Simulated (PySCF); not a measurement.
B(vinyl)(OH)(NH2) (C₂H₆BNO), SMILES C=CB(N)O. Heavy atoms are numbered as in [B:1]([CH:2]=[CH2:3])([OH:7])[NH2:9]. Hydrogens are named by the atom that carries them.

Coordinates come from a r2SCAN-D4/def2-SVP optimisation. This is a generated structure with no PubChem entry under its InChIKey; it may be hypothetical. The values are those of a single conformer.

Method: PBE/def2-TZVP run with PySCF.

Atomic charges (e), one atom of each kind:

```tsv
atom	Löwdin	IAO
B1	-0.89	0.35
C2 (CH)	-0.13	-0.28
C3 (CH2)	-0.16	?
H on C2	0.15	0.14
H on C3	0.12	0.14
O7 (OH)	0.19	-0.54
H on O7	0.20	?
N9 (NH2)	0.04	?
H on N9	0.17	?
```

**Question.** Complete the blanks. (The exact figures need the calculation; the answer reports its results.)

**Answer.** 
- C3 (CH2), IAO: -0.27
- H on O7, IAO: 0.35
- N9 (NH2), IAO: -0.59
- H on N9, IAO: 0.26

**Question.** Give the Mayer and Wiberg (Löwdin basis) orders of the bonds. (The exact figures need the calculation; the answer reports its results.)

**Answer.** 
```json
[
 {"bond": "B1–C2", "Mayer": "1.02", "Wiberg": "1.18"},
 {"bond": "C2–C3", "Mayer": "1.93", "Wiberg": "2.12"},
 {"bond": "B1–O7", "Mayer": "1.31", "Wiberg": "1.93"},
 {"bond": "B1–N9", "Mayer": "1.28", "Wiberg": "1.78"}
]
```
